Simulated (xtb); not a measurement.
Species: C4H7ClSi, SMILES `[SiH3]/C=C/C=C\Cl` (charge 0, multiplicity 1).

### Question
Give a relaxed geometry from GFN2-xTB run with xtb 6.7.1.

### Answer
One answer among several that fit: the end point of this relaxation, one of several conformers (outside a Z-matrix the atoms follow the SMILES, hydrogens last).
Bonded distances (Å): Si1–C2 1.877, Si1–H7 1.462, Si1–H8 1.466, Si1–H9 1.466, C2–C3 1.337, C2–H10 1.085, C3–C4 1.441, C3–H11 1.081, C4–C5 1.334, C4–H12 1.082, C5–Cl6 1.718, C5–H13 1.079. Bond angles (°): C2–Si1–H7 109.7, C2–Si1–H8 108.7, C2–Si1–H9 108.7, H7–Si1–H8 110.2, H7–Si1–H9 110.2, H8–Si1–H9 109.2, Si1–C2–C3 125.1, Si1–C2–H10 117.4, C3–C2–H10 117.5, C2–C3–C4 123.8, C2–C3–H11 120.0, C4–C3–H11 116.2, C3–C4–C5 125.8, C3–C4–H12 116.8, C5–C4–H12 117.4, C4–C5–Cl6 123.8, C4–C5–H13 123.1, Cl6–C5–H13 113.1.
